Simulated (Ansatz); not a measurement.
Pd(PH3)2 (P₂PdH₆), relaxed as a singlet with RKS PBE0-D4/def2-SVP in Ansatz, starting from the GFN2-xTB geometry. Force threshold 0.02 eV/Å.

In the def2 sets Pd takes a core potential; there is no spin–orbit coupling.

Start:

```xyz
9

Pd   -0.015   -0.012    0.024
P     1.713    0.561    1.359
H     2.083    1.895    1.536
H     3.010    0.114    1.100
H     1.749    0.248    2.717
P    -1.721   -0.568   -1.346
H    -3.037   -0.186   -1.083
H    -2.038   -1.897   -1.628
H    -1.743   -0.156   -2.679
```

(1) Estimate the energy that the relaxation releases and the steps that it takes.

(2) Does the start keep its bonding?

(3) Predict the relaxed structure.

## Answers

(1) 1.4 kcal/mol, in 3 steps; 6.5 s on 4 threads of Arm Neoverse V1 on a shared host. No frequencies were taken in this run, so the end may be a saddle point.

(2) By distances, no bond broke or formed. The bond that changes most is P2–H5, from 1.39 to 1.42 Å (atoms count from 1).

(3) 
```xyz
9

Pd   -0.0122   -0.0096    0.0195
P     1.7187    0.5647    1.3574
H     2.0825    1.9296    1.5344
H     3.0355    0.0961    1.0874
H     1.7263    0.2312    2.7415
P    -1.7233   -0.5684   -1.3500
H    -3.0594   -0.1713   -1.0598
H    -2.0323   -1.9311   -1.6226
H    -1.7358   -0.1413   -2.7079
```
Bond lengths: 2 × P–Pd 2.26 Å; 6 × H–P 1.42 Å.
